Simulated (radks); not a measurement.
Results of a calculation; reference values are marked as such.
Problem. These are the eigenvalues of the occupied orbitals of an atom or ion with whole-number occupations (eV). Code: a radial shooting solver on a logarithmic mesh with Libxc functionals. Model: scalar-relativistic Kohn-Sham, BLYP, spin-polarised, spherical densities, finite nucleus; Fermi nuclear charge, rms radius of each element as measured or else 0.836 A^(1/3) + 0.57 fm.

1s down: -73916.27
1s up: -73916.27
2s up: -12926.28
2s down: -12926.05
2p up: -11267.32
2p down: -11267.14
3s up: -3055.827
3s down: -3055.749
3p up: -2568.510
3p down: -2568.421
3d up: -2023.191
3d down: -2023.031
4s up: -693.8392
4s down: -693.6156
4p up: -533.9247
4p down: -533.7142
4d up: -335.1792
4d down: -334.9315
5s up: -153.4930
5s down: -151.6990
4f up: -114.2930
4f down: -113.8751
5p up: -111.9593
5p down: -109.7437
5d up: -63.2342

Which element is it, and in what charge state? The configuration may be excited. Open shells, if any, are filled with parallel spins first.

Solution. Z = 76, osmium, charge +5: Os5+ in [Xe] 4f14 5d3. The list shows which subshells hold electrons but not how many an open one holds; the 1s level, -2716.4 hartree, gives Z - s = 73.7 by -(Z - s)^2/2, which with screening and relativity narrows Z to a few neighbours, and the depths of the outer levels then fix element, charge and occupations together.
